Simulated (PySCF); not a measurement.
Species: CH6F3P3Si2.
Bonds: F1–C2, C2–F3, C2–F4, C2–P5, P5–P6, P6–Si7, P6–P8, P8–Si9, P5–P8. Hydrogens: H10, H11, H12 on Si7; H13, H14, H15 on Si9.

Probes without a nucleus sit at each ring's centroid and 1 Å off its mean plane on both sides; NICS is minus the shielding there, NICSzz its component along the normal. Level: GIAO PBE0/pcSseg-1 (PySCF, non-relativistic, gas phase) on the GFN2-xTB geometry, one conformer.

Ring bond lengths (Å), with Mayer bond orders in brackets: P5–P6 2.173 (0.90), P6–P8 2.185 (0.95), P8–P5 2.159 (0.97).

Problem. Give the NICS values of each ring in ppm.

Solution. 
```csv
ring,type,NICS(0),"NICS(1), two faces","NICS(1)zz, two faces",rms pucker (Å),"centre to ring atoms, mean (Å)"
P5–P6–P8,3-membered ring with 3 P; bonds drawn aromatic by RDKit's count,-37.6,-12.3 / -12.0,-24.7 / -28.9,0.00,1.25
```

Problem. What can be read from them?

Solution. 
- P5–P6–P8: mean NICS(1)zz -26.8 ppm, shielded. C2, outside the ring, lies 1.90 Å from a NICS(1) probe. The two faces differ by 4.2 ppm, so no symmetry operation interchanges them. NICS(0) lies 25 ppm below the mean NICS(1).

Problem. At the second NICS(1) probe listed for ring P5–P6–P8, 1 Å off the ring, how large is the induced field along the normal in 1 T applied along it?

Solution. NICSzz × B0 = -28.9 ppm × 1 T = -29 μT, against the applied field.

Problem. Give the inner angles of the rings and the Hirshfeld charges of the ring atoms.

Solution. 
- P5–P6–P8: P5 60.6° (+0.035 e), P6 59.4° (-0.037 e), P8 60.0° (-0.027 e); sum 180.0° against 180° for a flat convex ring.

Problem. How shielded are the nuclei of the rings and their hydrogens (means over atoms taken as equivalent)?

Solution. 
| atoms | environment | σ isotropic (ppm) | principal values of the symmetric part, first atom (ppm) |
| --- | --- | --- | --- |
| P5 | ring phosphorus | 490.5 | 276.2, 343.4, 851.8 |
| P6 (×2) | ring phosphorus | 611.9 | 381.6, 619.0, 855.5 |

Conformer computed: `[F:1][C:2]([F:3])([F:4])[p:5]1[p:6]([SiH3:7])[p:8]1[SiH3:9]`: F1–C2–P5–P6 70°.
